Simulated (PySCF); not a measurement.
Two species compared at the same levels of theory.

First species: C₆H₁₀ClN₂P.
SMILES: `CC(C)(C)n1cpc(Cl)n1`

Second species: C8H17P.
InChI=1S/C8H17P/c1-3-9-6-4-8(2)5-7-9/h8H,3-7H2,1-2H3

Levels: PBE0/pcSseg-1 for HOMO energy, LUMO energy and HOMO–LUMO gap. Geometries: GFN2-xTB. All species are isolated and taken at one optimised geometry, non-relativistic unless stated. Electronic properties by PySCF.

The conformers computed, where there is a choice (atom-mapped SMILES and torsion angles):
- `[CH3:1][C:2]([CH3:3])([CH3:4])[n:5]1[cH:6][p:7][c:8]([Cl:9])[n:10]1`: C1–C2–N5–C6 180°

The conformers of `CCP1CCC(C)CC1` aren't listed.

Values for the first species:

```
HOMO energy   : -6.90 eV
LUMO energy   : -0.70 eV
HOMO–LUMO gap : 6.20 eV
```

(1) Estimate the same properties for the second species, and the change in each.

## Answers

(1) 
```json
{"property": "HOMO energy", "first": "-6.90 eV", "second": "-6.45 eV", "second less first": "+0.45 eV"}
{"property": "LUMO energy", "first": "-0.70 eV", "second": "1.08 eV", "second less first": "+1.78 eV"}
{"property": "HOMO–LUMO gap", "first": "6.20 eV", "second": "7.53 eV", "second less first": "+1.33 eV"}
```

